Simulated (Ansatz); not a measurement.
Relaxing a trial structure of ClGaH4Si2

The starting geometry of this gas-phase singlet was optimised with GFN2-xTB.

```xyz
8

Cl   -1.5536   -0.6873    0.9278
Ga   -1.9382    1.5988    0.8907
Si    0.4119    0.7414   -0.0786
Si    1.5526   -1.1397   -0.8622
H     2.8394   -0.7000   -1.4316
H     1.8989   -2.2646    0.0187
H     1.0102    0.7991    1.3195
H     0.8222   -1.7567   -1.9807
```

Task: Predict what it relaxes into with PBE0-D3(BJ)/def2-SVP.

Result: New bonds form, giving a structure with Cl1 bridging Ga2 and Si3, given below by its coordinates. Distances that change by over a tenth: Cl1–Ga2 (2.32 → 2.73 Å). Contacts that close: Cl1–Si3 (2.63 → 2.21 Å), Ga2–Si3 (2.68 → 2.59 Å).

The energy falls by 0.57 eV over 12 steps:

| step | E − E(last) (eV) |
| --- | --- |
| 1 | 0.566 |
| 2 | 0.296 |
| 3 | 0.172 |
| 5 | 0.043 |
| 6 | 0.010 |
| 7 | 0.004 |
| 8 | 0.000 |
| 10 | 0.000 |
| 11 | 0.000 |
| 12 | 0.000 |

Final geometry (Å):

```json
{"atom": "Cl", "x (Å)": "-1.2803", "y (Å)": "-0.7413", "z (Å)": "1.2538"}
{"atom": "Ga", "x (Å)": "-1.9219", "y (Å)": "1.5941", "z (Å)": "-0.0026"}
{"atom": "Si", "x (Å)": "0.3723", "y (Å)": "0.4787", "z (Å)": "0.4278"}
{"atom": "Si", "x (Å)": "1.4835", "y (Å)": "-1.1107", "z (Å)": "-0.8937"}
{"atom": "H", "x (Å)": "2.6990", "y (Å)": "-0.4891", "z (Å)": "-1.5097"}
{"atom": "H", "x (Å)": "1.9003", "y (Å)": "-2.3216", "z (Å)": "-0.1202"}
{"atom": "H", "x (Å)": "1.2217", "y (Å)": "0.7234", "z (Å)": "1.6450"}
{"atom": "H", "x (Å)": "0.5687", "y (Å)": "-1.5424", "z (Å)": "-1.9968"}
```

Frequencies at the end are all real (lowest 57 cm⁻¹). Run with Ansatz 0.2.0, 17 s on 2 threads of Intel(R) Xeon(R) 6975P-C (Granite Rapids), on a shared host.
